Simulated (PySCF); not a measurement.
**Structure from NMR data**

An unknown has the formula C$_{5}$H$_{7}$FO. Its calculated NMR data are:

1H NMR (400 MHz, computed): δ 7.19 (dqq, J = 12.8, 8.0, 2.1 Hz, 1H), 2.37 (dq, J = 8.0, 2.3 Hz, 3H), 2.07 (d of quint, J = 3.4, 2.2 Hz, 3H).

13C{1H} NMR (computed): δ 165.3 (d, J = 397.5 Hz), 163.2 (d, J = 14.2 Hz), 130.7 (d, J = 60.4 Hz), 23.0 (d, J = 2.3 Hz), 20.9.

Computed data (PySCF 2.14.0 with density-fitted response routines): σ from GIAO-PBE0/pcSseg-1, B3LYP/pcJ-1 coupling constants (spin–dipole term only in couplings to heteroatoms), GFN2-xTB structure. Fast rotation and ring inversion assumed for equivalent nuclei, no solvent model, one computed conformer, no relativistic terms.

Shifts are taken against calculated references (same method and geometry level): 1H (σ = 31.72 ppm), 13C (σ = 186.93 ppm) against TMS.

Task: Which of these isomers gave the spectra?
A. C=C[C@H](C)C(=O)F
B. C=C(F)C(=O)CC
C. C/C=C(/C)C(=O)F
D. CC/C=C\C(=O)F

Result: C. 

1. Rings plus π bonds: 2 (no ring in the answer).
2. 5 carbon signals for 5 carbons: no two carbons are equivalent.
3. Carbon types of the structure: 2 × C, 1 × CH, 2 × CH3, which accounts for all hydrogens.
4. δC 165.3: carbonyl carbon.
5. δC 163.2: β carbon of a C=C–C=O unit; conjugation with the carbonyl draws π density from the β position.
6. δC 130.7: α carbon of a C=C–C=O unit; as expected for a trigonal carbon in a double bond.
7. δC 23.0, 20.9: allylic methyl carbon; a saturated carbon with 1 carbon neighbour and no heteroatom attached.
8. δH 2.37, 2.07: hydrogen on an allylic methyl carbon; allylic position.
9. The protons at 2.37 and 7.19 share a coupling of 8.0 Hz (vicinal).

The others: CC/C=C\C(=O)F would give 4 signals for carbon-bound and other non-exchanging H, not 3; C=C(F)C(=O)CC would give 4 signals for carbon-bound and other non-exchanging H, not 3; C=C[C@H](C)C(=O)F would give 5 signals for carbon-bound and other non-exchanging H, not 3.

C–F couplings over four or more bonds (about 3 Hz to the para carbon of a fluoroarene) are left out. Common functionals overestimate the size of one-bond C–F couplings by tens of Hz; these are unscaled. Multiplet labels drop couplings under 1 Hz and merge nearly equal ones. Unscaled 3J(H,H) at this level run about 10 % above measured values. Shifts are as computed. Against solution values, carbons near 30 ppm lie about +3 ppm off and those near 130 ppm about +5 ppm. Of 1211 compounds with measured shifts, 218 miss one by over three times the rms of a fit or turn the order of signals round; such compounds aren't used in these exercises.
